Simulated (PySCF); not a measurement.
CH5FOSi, SMILES C[Si@H](O)F. Atoms are numbered in the order given.

```xyz
9

C     -1.3486    -0.5237     0.9160
Si    -0.1151     0.1047    -0.3316
O      1.0388    -1.0183    -0.7196
F      0.6026     1.4119     0.3306
H     -0.8532    -0.7991     1.8618
H     -1.8771    -1.4119     0.5340
H     -2.0992     0.2499     1.1458
H     -0.7218     0.5176    -1.6152
H      1.5208    -1.4401     0.0014
```
Charge 0, spin multiplicity 1.

Geometry optimised at B3LYP-D3(BJ)/def2-SVP. The structure was generated by enumeration; whether it is a known compound was not checked. Other conformers were not sampled.

Computed with PBE/pcSseg-1 in PySCF.

GIAO shieldings, no solvent; atoms alike by connectivity are averaged. δ = σ(ref) − σ: ¹³C against TMS (σ = 182.0 ppm); ²⁹Si against TMS (σ = 335.4 ppm); ¹⁷O against H2O (σ = 334.3 ppm); ¹⁹F against CFCl3 (σ = 133.6 ppm); ¹H against TMS (σ = 31.49 ppm), references at their B3LYP-D3(BJ)/def2-TZVP geometries, non-relativistic.

```csv
nucleus,atoms,count,δ (ppm)
¹³C,C1,1,2.7
²⁹Si,Si2,1,-0.6
¹⁷O,O3,1,75.2
¹⁹F,F4,1,-169.6
¹H,H8,1,5.26
¹H,H9,1,2.21
¹H,"H5, H6, H7",3,0.48
```
